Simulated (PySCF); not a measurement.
# Correlation energy of Rb⁺ (rubidium, charge +1)

[Kr], closed-shell 1S. Calculation: PySCF 2.14, in x2c-SVPall; the spin-free X2C one-electron Hamiltonian (Gaussian nucleus). Frozen: [Ar] 3d10 4s2; 6 electrons correlated.

Total MP2 correlation energy: -84.73 mhartree.

Same-spin part -26.04 and opposite-spin part -58.69 mhartree; SCS-MP2 scales them by 1/3 and 6/5 to -79.11 mhartree.

```
  level  correlation energy (mhartree)
   CCSD                         -91.15
    (T)                          -1.55
CCSD(T)                         -92.70
```

Diagnostics: T1 = 0.00062, D1 = 0.0009, largest double amplitude 0.030.

**Question.** Is a single reference adequate?

**Answer.** Yes, within this model without spin-orbit coupling: T1 lies below 0.03 and no double amplitude reaches 0.07.
